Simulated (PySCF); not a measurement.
Compound: C₃H₂FNSe.
InChI=1S/C3H2FNSe/c4-3-1-5-6-2-3/h1-2H

Level of theory: MP2 and CCSD/aug-cc-pVDZ in PySCF, restricted Hartree–Fock reference, frozen core, non-relativistic, gas phase, PBE0-D3(BJ)/def2-SVP geometry.

E(HF) = -2668.45087 Eh.

Q: How large is the problem?

A: 169 basis functions and 70 electrons; 14 orbitals frozen, which leaves o = 21 correlated occupied and v = 134 virtual orbitals. That is o·v = 2814 singles and o·v(o·v + 1)/2 = 3960705 distinct closed-shell doubles amplitudes before symmetry; the costliest CCSD step grows as o²v⁴ = 1.4 × 10^11.

Q: What are the MP2 and CCSD correlation energies?

A: MP2 -0.9215 Eh and CCSD -0.9392 Eh, which gives totals of -2669.37241 and -2669.39003 Eh. That is 0.608 eV for each correlated electron at CCSD (2466 kJ/mol in all, 0.035 % of the total energy); MP2 gives 98.1 % of the CCSD value.

Q: What is the T1 diagnostic?

A: 0.0146, below the customary warning level of 0.02. It is the norm of the spatial-orbital singles amplitudes over the root of the number of correlated electrons, so the norm is 0.095.

Q: How does correlation change the dipole moment?

A: HF gives 1.51 D and CCSD (unrelaxed density) 1.46 D, a change of -0.05 D; the two vectors are 9° apart.

No triples correction and no basis-set extrapolation were made.

The job also held the EOM ionisation roots. Time: 13 min of wall time; peak memory 3.0 GiB. Hardware: Arm Neoverse V1, one thread, shared host with 32 logical CPUs at a one-minute load of 10.
